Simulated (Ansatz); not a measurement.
Born–Oppenheimer molecular dynamics of FH7N2OSi2 (13 atoms, charge 0, multiplicity 1). It starts from a relaxed structure.

Method: Ansatz 0.2.0, RKS PBE0/STO-3G.

```json
{
  "ensemble": "NVT, Langevin thermostat",
  "time step": "0.5 fs",
  "steps asked": "100",
  "set temperature": "300 K",
  "friction": "0.001 /fs",
  "seed": "349818"
}
```

First frame:

```xyz
13
Properties=species:S:1:pos:R:3
Si -0.026 -0.029 -0.065
F -0.189 0.165 1.546
O 1.586 0.096 -0.471
Si 2.417 -1.311 -0.924
H 1.965 -1.852 -2.190
H 3.794 -0.901 -1.076
H 2.363 -2.354 0.080
N -0.871 1.210 -0.965
H -1.632 1.673 -0.424
H -0.234 1.978 -1.267
N -0.612 -1.625 -0.474
H -1.048 -2.136 0.321
H -1.320 -1.615 -1.236
```

(1) How far do the bonds stretch over the last three quarters of this one trajectory? (Pairs bonded in most of those frames.)

Answers

(1) 
```
   bond  mean (Å)  spread (Å)  shortest  longest
 Si1–F2     1.639       0.029      1.60     1.68
 Si1–O3     1.658       0.011      1.64     1.67
 Si1–N8     1.760       0.009      1.74     1.77
Si1–N11     1.752       0.008      1.74     1.76
 O3–Si4     1.686       0.012      1.67     1.71
 Si4–H5     1.449       0.028      1.41     1.49
 Si4–H6     1.449       0.026      1.41     1.49
 Si4–H7     1.451       0.016      1.42     1.48
  N8–H9     1.045       0.020      1.02     1.08
 N8–H10     1.044       0.011      1.03     1.06
N11–H12     1.041       0.016      1.02     1.06
N11–H13     1.041       0.022      1.01     1.07
```

Mean temperature of the second half: 151 K. The mean temperature of the second half is 50 % below the set value. A run of 0.05 ps of so small a system gives no equilibrium averages. Limits of this set-up: minimal basis.

Run time: 5.8 min on 1 thread of Arm Neoverse V1, on a shared host, peak memory 0.12 GiB.
